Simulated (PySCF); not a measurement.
# Si4H8S4

Si4H8S4 is a molecule drawn as a unit of a network glass or zeolite (built as: Si Si Si Si, H ends, S bridges), neutral, singlet. The structure was relaxed in the gas phase by PBE0-D3(BJ)/def2-SVP. No frequency run checks that it is a minimum.

SMILES: [SiH2]1S[SiH2]S[SiH2]S[SiH2]S1

```xyz
16

Si   -1.207    2.108   -0.570
S     0.759    1.998   -1.418
Si    0.912   -0.095   -1.900
S     2.061   -1.183   -0.444
Si    0.619   -2.323    0.669
S     0.315   -1.542    2.651
Si   -0.178    0.485    2.171
S    -1.721    0.426    0.662
H    -1.226    3.389    0.190
H    -2.263    2.100   -1.619
H     1.723   -0.136   -3.144
H    -0.433   -0.706   -2.089
H    -0.649   -2.422   -0.100
H     1.215   -3.664    0.909
H    -0.687    1.081    3.434
H     0.977    1.257    1.636
```
(Å; atoms numbered from 1)

Shieldings: GIAO PBE0/pcSseg-1. Shifts are against computed references at the same level: H TMS (σ 31.27 ppm), Si TMS (σ 352.0 ppm). Core levels by delta-SCF with SCAN, pcX-2 on the ionised atom and pcseg-1 elsewhere, spin-free X2C (2p3/2 is the spin-free 2p value less a third of a first-order spin-orbit splitting); from the vacuum level, for chosen atoms.

Question: Give the shieldings and core levels atom by atom.

Answer: 
```tsv
atoms	bonded to	σ (ppm)	δ (ppm)	core level (eV)
Si1	2 S + 2 H	364.5	-12.5	2p3/2 107.72
S2	2 Si	716.7	-	2p3/2 168.84
Si3	2 S + 2 H	355.3	-3.3	-
S4	2 Si	715.1	-	2p3/2 168.82
Si5	2 S + 2 H	357.4	-5.4	2p3/2 107.61
S6	2 Si	701.3	-	2p3/2 168.82
Si7	2 S + 2 H	365.3	-13.3	-
S8	2 Si	745.2	-	-
H9	1 Si	25.88	5.39	-
H10	1 Si	25.89	5.38	-
H11	1 Si	25.70	5.57	-
H12	1 Si	25.76	5.51	-
H13	1 Si	25.56	5.71	-
H14	1 Si	25.77	5.50	-
H15	1 Si	25.82	5.44	-
H16	1 Si	25.66	5.61	-
```

Values are those of this one static structure; atoms that internal rotation interchanges would show their mean in an NMR spectrum.

Question: By CAM-B3LYP/def2-SVPD (TDDFT singlets, Tamm-Dancoff triplets, ionisation by delta-SCF), where does absorption start, and what does vertical ionisation take?

Answer: The lowest singlet lies at 5.88 eV (f 0.005), the strongest of the first 6 at 6.26 eV (f 0.031), the lowest triplet at 5.46 eV; vertical ionisation takes 9.28 eV.
